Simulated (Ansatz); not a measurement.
System: C$_{7}$H$_{15}$, charge 0, multiplicity 2. It need not be the lowest isomer of its formula. SMILES: CC[CH]C(C)(C)C
Structure (B3LYP-D3(BJ)/def2-TZVP (Ansatz, a first-principles code) minimum search):
```
C
H 1 1.0853
C 1 1.4881 2 118.06
H 3 1.0987 1 110.17 2 -126.21
H 3 1.1010 4 104.36 1 118.15
C 1 1.5022 2 117.35 3 168.82
C 3 1.5273 4 109.22 5 116.72
H 7 1.0912 3 111.38 4 -56.10
H 7 1.0920 8 107.94 3 122.00
H 7 1.0921 8 107.92 9 116.15
C 6 1.5352 1 109.40 2 30.16
H 11 1.0917 6 110.88 1 61.92
H 11 1.0923 12 107.99 6 121.63
H 11 1.0923 12 108.19 13 116.60
C 6 1.5376 1 111.34 2 150.97
H 15 1.0910 6 111.60 1 61.57
H 15 1.0918 16 108.08 6 122.27
H 15 1.0921 16 107.71 17 116.56
C 6 1.5467 1 109.27 2 -88.87
H 19 1.0914 6 111.08 1 -60.32
H 19 1.0914 20 108.11 6 -121.82
H 19 1.0934 20 107.98 21 -116.83
```
Charge 0, spin multiplicity 2.

Property: atomisation energy (electronic, to ground-state atoms), in kJ/mol. Valence correlation only, unless marked. UHF or UKS for open shells. Spin-orbit coupling is left out. Non-relativistic. The coupled-cluster limit lacks core correlation, which all-electron functionals hold. CBS(X,Y): correlation extrapolated as X^-3; Hartree-Fock from the larger set. The bracket is a focal-point correction in the basis named.

```csv
level,program,atomisation energy (kJ/mol)
r2SCAN/def2-TZVPD,Ansatz,8716.6
BHLYP-D3(BJ)/def2-TZVPD,Ansatz + dftd3,8546.1
BHLYP/def2-TZVPD,Ansatz,8483.4
HSE06/def2-TZVPD,Ansatz,8737.8
wB97X-V/def2-TZVPD,Ansatz,(withheld)
PBE-QIDH/def2-TZVPD,Ansatz,(withheld)
SCS-MP2/cc-pVDZ,Ansatz,8162.7
"RI-MP2/CBS(cc-pVTZ,cc-pVQZ)+[CCSD(T)-MP2]/cc-pVTZ",Ansatz,(withheld)
```

Q: Some entries are withheld; supply them.

A: 
- wB97X-V/def2-TZVPD, atomisation energy (kJ/mol): 8705.4
- PBE-QIDH/def2-TZVPD, atomisation energy (kJ/mol): 8670.9
- RI-MP2/CBS(cc-pVTZ,cc-pVQZ)+[CCSD(T)-MP2]/cc-pVTZ, atomisation energy (kJ/mol): 8701.8
